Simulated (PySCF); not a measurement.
# How methods differ on the ionisation energy of Sc⁺

Sc⁺ [Ar] 3d1 4s1 (3D) → Sc²⁺ [Ar] 3d1 (2D), as a difference of total energies. Computed with PySCF 2.14 in aug-cc-pVQZ-DK (9s8p6d4f3g2h, 140 functions), with the spin-free X2C one-electron Hamiltonian (Gaussian nucleus). Correlated levels: valence: [Ar] frozen. The calculations carry no spin-orbit coupling.

```tsv
method	ionisation energy (eV)	error (eV)
UHF	12.220	-0.580
LDA	13.288	+0.488
PBE	13.126	+0.326
PBE0	12.948	+0.148
TPSS	12.829	+0.029
BLYP	13.138	+0.338
BHandHLYP	12.843	+0.043
MP2 (valence)	12.318	-0.482
SCS-MP2 (valence)	12.253	-0.547
```

Reference: 12.800 eV (measured; NIST Atomic Spectra Database, ionization energies).
